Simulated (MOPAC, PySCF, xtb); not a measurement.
Breaking a bond: SMILES F[SiH3]. The Si1–H5 bond (Si1 also carries F, H, H; H5 carries nothing else) is varied alone, starting from the PBE0/def2-TZVP optimised geometry.

Methods: PM3, restricted, heats of formation (MOPAC); UMP2/6-31G* = unrestricted MP2 (frozen core)/6-31G*, spherical d (PySCF); RMP2 = MP2 on RHF/cc-pVDZ, 6 core orbitals frozen run with PySCF 2.14.0; GFN1-xTB (xtb); RKS-B3LYP = restricted B3LYP/cc-pVDZ run with PySCF.

Energies are in kJ/mol, each relative to the lowest point of its own curve near equilibrium.

```tsv
R / Å	PM3	UMP2/6-31G*	RMP2	GFN1-xTB	RKS-B3LYP
1.18	49.2	137.9	132.4	113.4	133.3
1.27	(withheld)	58.4	56.8	39.5	58.5
1.32	18.0	31.3	30.8	18.0	32.5
1.39	7.1	8.9	9.1	3.0	10.3
1.45	1.3	0.9	1.0	0.0	1.5
1.48	0.0	0.0	0.0	0.9	0.0
1.52	0.0	1.4	1.2	4.2	0.5
1.56	(withheld)	5.4	4.9	(withheld)	3.4
1.63	(withheld)	17.3	16.3	22.0	13.2
1.72	31.9	39.4	37.8	43.4	32.3
1.83	67.2	72.7	70.8	74.2	62.0
1.99	126.3	126.8	125.2	122.8	111.3
2.23	211.5	223.0	209.1	196.8	187.6
2.44	281.6	291.9	277.6	260.7	250.0
2.64	345.6	326.0	335.6	318.5	303.3
2.96	436.2	351.5	412.0	400.4	374.8
3.23	497.9	(withheld)	460.9	456.3	422.6
3.63	566.7	365.8	509.1	515.9	476.1
3.95	606.5	367.3	528.9	546.6	507.2
4.39	645.4	(withheld)	532.8	571.5	537.5
5.18	702.9	368.6	491.9	586.9	567.5
```

Some entries are withheld; supply them.


- 1.27, PM3: 27.9
- 1.56, PM3: 2.1
- 1.56, GFN1-xTB: 9.4
- 1.63, PM3: 11.2
- 3.23, UMP2/6-31G*: 360.5
- 4.39, UMP2/6-31G*: 368.2

The restricted form behind PM3, RMP2, RKS-B3LYP keeps the bonding electrons paired and can't separate into open-shell fragments. The unrestricted determinant behind UMP2/6-31G* is spin-contaminated at 2.23 to 5.18 Å (<S²> up to 1.0, against 0.00 for a pure singlet). The T1 diagnostic of CCSD on the restricted reference of RMP2 exceeds 0.045 at 3.63 to 5.18 Å. At the longest distance RKS-B3LYP leaves fractional charges on the fragments, a sign of delocalisation error or of the restricted form.
